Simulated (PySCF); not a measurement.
Isomers of C6H11ClOSi, from PySCF, PBE0-D3(BJ)/def2-SVP geometry optimisation, gas phase. One conformer each, no zero-point energy, no frequencies.

**Question.** Which is lowest in electronic energy at this level?
A. `[CH2:1]=[CH:2][C@@H:3]1[CH2:4][Si@H:5]([Cl:6])[CH2:7][CH2:8][O:9]1` with C1–C2–C3–C4 -107°, C2–C3–C4–Si5 -175°, C3–C4–Si5–Cl6 160°, C4–Si5–C7–C8 -39°, Si5–C7–C8–O9 55°: A = 2134, B = 655.4, C = 536.3 MHz, dipole 1.46 D
B. `[CH2:1]=[CH:2][CH2:3][C@@H:4]1[SiH2:5][O:6][CH2:7][C@H:8]1[Cl:9]` with C1–C2–C3–C4 114°, C2–C3–C4–Si5 -63°, C3–C4–Si5–O6 -145°, C4–Si5–O6–C7 -3°, Si5–O6–C7–C8 27°, O6–C7–C8–Cl9 -168°: A = 1492, B = 864.7, C = 573.2 MHz, dipole 1.23 D
C. `[CH2:1]=[CH:2][CH2:3][C@@H:4]1[CH2:5][CH2:6][O:7][Si@@H:8]1[Cl:9]` with C1–C2–C3–C4 114°, C2–C3–C4–C5 176°, C3–C4–C5–C6 -165°, C4–C5–C6–O7 39°, C5–C6–O7–Si8 -18°, C6–O7–Si8–Cl9 110°: A = 1533, B = 880.4, C = 649.7 MHz, dipole 2.54 D
D. `[CH2:1]=[CH:2][C@@H:3]1[CH2:4][Si@@H:5]([Cl:6])[CH2:7][CH2:8][O:9]1` with C1–C2–C3–C4 -105°, C2–C3–C4–Si5 -175°, C3–C4–Si5–Cl6 -74°, C4–Si5–C7–C8 -40°, Si5–C7–C8–O9 55°: A = 1740, B = 794.2, C = 659.6 MHz, dipole 1.04 D
E. `[CH2:1]=[CH:2][CH2:3][C@@H:4]1[SiH2:5][O:6][CH2:7][C@@H:8]1[Cl:9]` with C1–C2–C3–C4 -117°, C2–C3–C4–Si5 -57°, C3–C4–Si5–O6 -153°, C4–Si5–O6–C7 1°, Si5–O6–C7–C8 23°, O6–C7–C8–Cl9 77°: A = 1729, B = 810.0, C = 644.2 MHz, dipole 2.28 D
F. `[SiH3:1][O:2][C@@H:3]1[CH2:4][C@:5]2([Cl:6])[CH2:7][C@H:8]1[CH2:9]2` with Si1–O2–C3–C4 -177°: A = 3423, B = 583.1, C = 560.3 MHz, dipole 2.18 D

**Answer.** C. That is `C1O[Si@@H]([C@@H](C1)CC=C)Cl`, 22.1 kcal/mol below the next.

| SMILES | mapped SMILES | E (Eh) | relative (kcal/mol) | relative (kJ/mol) | dipole (D) |
| --- | --- | --- | --- | --- | --- |
| C=CC[C@@H]1CCO[Si@@H]1Cl | [CH2:1]=[CH:2][CH2:3][C@@H:4]1[CH2:5][CH2:6][O:7][Si@@H:8]1[Cl:9] | -1059.16770 | 0.0 | 0.0 | 2.54 |
| C=C[C@@H]1C[Si@@H](Cl)CCO1 | [CH2:1]=[CH:2][C@@H:3]1[CH2:4][Si@@H:5]([Cl:6])[CH2:7][CH2:8][O:9]1 | -1059.13246 | 22.1 | 92.5 | 1.04 |
| C=C[C@@H]1C[Si@H](Cl)CCO1 | [CH2:1]=[CH:2][C@@H:3]1[CH2:4][Si@H:5]([Cl:6])[CH2:7][CH2:8][O:9]1 | -1059.13046 | 23.4 | 97.8 | 1.46 |
| C=CC[C@@H]1[SiH2]OC[C@H]1Cl | [CH2:1]=[CH:2][CH2:3][C@@H:4]1[SiH2:5][O:6][CH2:7][C@H:8]1[Cl:9] | -1059.10615 | 38.6 | 161.6 | 1.23 |
| C=CC[C@@H]1[SiH2]OC[C@@H]1Cl | [CH2:1]=[CH:2][CH2:3][C@@H:4]1[SiH2:5][O:6][CH2:7][C@@H:8]1[Cl:9] | -1059.10454 | 39.6 | 165.8 | 2.28 |
| [SiH3]O[C@@H]1C[C@]2(Cl)C[C@H]1C2 | [SiH3:1][O:2][C@@H:3]1[CH2:4][C@:5]2([Cl:6])[CH2:7][C@H:8]1[CH2:9]2 | -1059.09676 | 44.5 | 186.3 | 2.18 |

As drawn, the lowest has an Si–C bond and a C=C bond outside aromatic rings, which the highest lacks; the highest has a four-membered ring, which the lowest lacks.
